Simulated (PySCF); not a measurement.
Compound: C₅H₈GeS.
InChI=1S/C5H8GeS/c1-7-6-4-2-3-5-6/h2-6H,1H3

Method used: TDDFT wB97X-D/def2-SVPD, vertical, gas phase, core orbitals frozen in the response in PySCF. The structure is a single PBE0-D3(BJ)/def2-SVP conformer in the gas phase; no vibrational or solvent corrections. The wB97X-D/def2-SVPD calculation is non-relativistic and has no spin–orbit coupling, an omission that weighs most on germanium. Torsions of this conformer, `[CH3:1][S:2][GeH:3]1[CH:4]=[CH:5][CH:6]=[CH:7]1`: C1–S2–Ge3–C4 51°.

```csv
state,λ (nm),E (eV),f,"main configurations (H = HOMO, L = LUMO)"
S1,293.8,4.22,0.0071,"H→L (83%), H-1→L (11%)"
S2,275.1,4.51,0.040,"H-1→L (85%), H→L (10%)"
S3,215.2,5.76,0.0023,"H-3→L (73%), H→L+1 (8%)"
S4,213.7,5.80,0.054,"H-2→L (74%), H-4→L (16%)"
S5,205.3,6.04,0.0014,"H→L+1 (41%), H→L+2 (20%), H-3→L (15%)"
S6,191.4,6.48,0.103,"H-4→L (71%), H-2→L (16%)"
S7,186.1,6.66,0.017,"H→L+3 (45%), H→L+2 (20%), H→L+5 (12%)"
S8,181.0,6.85,0.011,"H-1→L+1 (29%), H→L+1 (17%), H-1→L+2 (16%)"
S9,178.0,6.97,0.024,"H→L+3 (22%), H-1→L+1 (21%), H-1→L+2 (15%)"
S10,176.9,7.01,0.039,H→L+4 (70%)
```

Triplets, Tamm–Dancoff:

| state | E (eV) | λ (nm) | main configurations (H = HOMO, L = LUMO) |
| --- | --- | --- | --- |
| T1 | 2.76 | 449.4 | H-1→L (79%), H→L (15%) |
| T2 | 4.10 | 302.1 | H→L (73%), H-1→L (14%) |
| T3 | 4.83 | 256.7 | H-5→L (25%), H-4→L (20%), H-2→L (20%) |
| T4 | 5.34 | 232.0 | H-2→L (57%), H-4→L (30%) |

The lowest singlet lies at 4.22 eV (294 nm, ultraviolet) and is weak; its leading configuration is HOMO→LUMO (83%). The strongest level in the table is S6 at 6.48 eV (191 nm, f = 0.103). Löwdin shares by element: HOMO sulfur 63%, carbon 21% or more (atoms not listed hold the other 16%); LUMO carbon 71% or more (atoms not listed hold the other 29%). Of the 10 states listed, 7 reach f = 0.01 and none stays under 0.0005. Orbital energies (eV): HOMO-3 -10.79, HOMO-2 -10.02, HOMO-1 -8.81, HOMO -8.47, LUMO -0.05, LUMO+1 2.12, LUMO+2 2.23. Weighted by f, the mean energy of these states is 6.16 eV. The vertical ionisation energy (ΔSCF) is 8.67 eV, 1.66 eV above S10. The window holds the lowest 10 singlets.
